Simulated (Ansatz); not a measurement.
Gas-phase reaction in SMILES: CCN + 2 [H][H] (H2) -> 2 C (CH4) + N (NH3)
Each molecule is optimised on its own at B3LYP-D3(BJ)/def2-TZVP (Ansatz, a quantum-chemistry and plane-wave program), one conformer each, not searched for the lowest.

Wanted: energy of full hydrogenation (electronic energy difference), in kcal/mol. Cores are frozen in the correlated levels unless marked. Spin-orbit coupling is left out. Non-relativistic. CBS marks a two-point X^-3 extrapolation of the correlation energy; Hartree-Fock from the larger set. The bracket is a focal-point correction in the basis named.

RI-MP2/CBS(aug-cc-pVTZ,aug-cc-pVQZ)+[CCSD(T)-MP2]/aug-cc-pVTZ (Ansatz) gives -40.9 kcal/mol.

Problem. Another calculation gave -41.9 kcal/mol. Which level was it?
A. SVWN5/def2-TZVPD (Ansatz)
B. LC-wPBE/def2-TZVPD (Ansatz)
C. BHLYP/def2-TZVPD (Ansatz)

Solution. B, LC-wPBE/def2-TZVPD (Ansatz). The others give -44.4 (BHLYP), -37.5 (SVWN5) kcal/mol.
